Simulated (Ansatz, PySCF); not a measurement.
Dimer: AsH3 (SMILES [AsH3]) (first 4 atoms) with H4OSi (SMILES O[SiH3]); geometry from B3LYP-D3(BJ)/def2-TZVP.
(charge 0, multiplicity 1):
```xyz
10

As    -0.093     0.060     0.409
H     -0.227     0.081    -1.113
H     -0.257    -1.452     0.469
H      1.425    -0.041     0.334
O      0.811    -0.825     3.417
Si    -0.197     0.167     4.280
H      1.755    -0.777     3.589
H     -0.061    -0.075     5.738
H     -1.564    -0.167     3.837
H      0.091     1.598     4.020
```

Basis-set superposition error: the interaction energy with monomers in their own basis, and in the dimer's basis (counterpoise).

Run with Ansatz (a program for electronic structure); PySCF for 6-31G* rows. 

```
level                uncorrected (kcal/mol)  counterpoise (kcal/mol)  difference
-------------------  ----------------------  -----------------------  ----------
HF/def2-SVPD                          -0.07                     0.54        0.61
PBE/def2-TZVPPD                       -0.74                    -0.59        0.15
BLYP/def2-TZVPPD                       0.74                     0.90        0.16
r2SCAN/def2-TZVPPD                    -1.40                    -1.27        0.14
B97M-V/def2-TZVPPD                    -2.01                    -1.87        0.14
wB97X-V/def2-TZVPPD                   -1.94                    -1.80        0.14
wB97M-V/def2-TZVPPD                   -2.05                    -1.86        0.19
MP2/6-31G*                            -1.98                    -0.36        1.62
MP2/def2-QZVPPD                       -1.82                    -1.65        0.17
SCS-MP2/def2-SVPD                     -2.34                    -0.82        1.52
```

The error is largest for MP2/6-31G* (1.62 kcal/mol) and smallest for B97M-V/def2-TZVPPD (0.14 kcal/mol).
